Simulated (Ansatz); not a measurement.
Basis sets compared for the cluster Rb3H3⁻ (the lowest doublet isomer of a short search). The state is a doublet with charge -1. Geometry PBE0-D4/def2-TZVPD. Ansatz on 4 threads of Arm Neoverse V2 on a shared host; times are rough, and most runs start from earlier orbitals.

```xyz
6

Rb   -0.942    1.381   -1.381
Rb    1.821   -0.869   -0.333
Rb   -1.336   -0.964    2.914
H     1.379    0.665   -2.456
H     0.408    1.374    1.516
H    -1.329   -1.587   -0.260
```

In the def2 sets Rb takes a core potential; there is no spin–orbit coupling. At PBE-D4/def2-SVPD, PBE-D4/def2-TZVPD, PBE0-D4/def2-SVPD, PBE0-D4/def2-TZVPD the highest occupied level of the charge -1 doublet lies above zero (up to 0.73 eV). By energy differences its removal costs 0.96 eV (vertical, to the charge 0 singlet, at PBE-D4/def2-TZVPD); a positive level beside a positive removal energy at the same level points to self-interaction error. At PBE0-D4/def2-TZVPD a quartet of charge -1 lies 1.66 eV below the doublet, each at its own geometry. Another isomer (doublet) lies 0.05 eV lower at r2SCAN-D4/def2-TZVPD.

```json
{"level": "PBE-D4/def2-SVPD", "functions": "105", "energy (Eh)": "-74.0366", "HOMO (eV)": "0.65", "LUMO (eV)": "0.85", "wall time": "6 s"}
{"level": "PBE0-D4/def2-SVPD", "functions": "105", "energy (Eh)": "-74.0348", "HOMO (eV)": "0.39", "LUMO (eV)": "1.13", "wall time": "2.9 s"}
```

Q: Estimate the rows for PBE-D4/def2-TZVPD, PBE0-D4/def2-TZVPD (with forces).

A: 
```
                           level  functions  energy (Eh)  HOMO (eV)  LUMO (eV)  wall time
               PBE-D4/def2-TZVPD        126     -74.0420       0.73       0.95      3.4 s
PBE0-D4/def2-TZVPD (with forces)        126     -74.0400       0.44       1.32        9 s
```
